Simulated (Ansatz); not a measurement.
Computed with Ansatz on PBE0-D4/def2-TZVP structures; ΔE is electronic, products minus reactants. CCSD(T)/CBS adds triple-zeta CCSD(T) − MP2 to the extrapolated MP2 energy (def2 sets, frozen cores). This one scheme is used for every species. DFT in def2-TZVPP. B3LYP here is the variant with VWN-RPA as its local correlation; programs differ in this. Each species was taken in one conformer, which may not be the lowest.

`N[SiH2]O[SiH3]` + `N[SiH3]` → `[SiH3]N[SiH2]O[SiH3]` + NH₃  (ligand exchange at the Si–N bond)

Is it downhill or uphill in electronic energy at CCSD(T)/CBS, and by how much? (Best estimate.)

Ansatz gave: Downhill: ΔE = -3.7 kcal/mol.

What do these levels give: B3LYP-D4, PBE, r2SCAN, MP2/def2-TZVPP, CCSD(T)/def2-TZVPP, SCS-MP2/def2-QZVPP? (Estimate.)

Ansatz gave: B3LYP-D4 -3.5, PBE -1.7, r2SCAN -2.4, MP2/def2-TZVPP -3.6, CCSD(T)/def2-TZVPP -3.6, SCS-MP2/def2-QZVPP -3.2 kcal/mol.

Largest T1 diagnostic among the species: 0.011.

In def2-TZVPP, CCSD(T) changes the Hartree–Fock value by −2.5 kcal/mol (the triples alone add −0.4 kcal/mol) and MP2 by −2.5 kcal/mol. The D4 term adds −2.6 kcal/mol with B3LYP and −1.5 kcal/mol with PBE0; it sums over pairs of atoms, weighted by their polarisabilities, and B3LYP, whose exchange is more repulsive, gets the larger term.
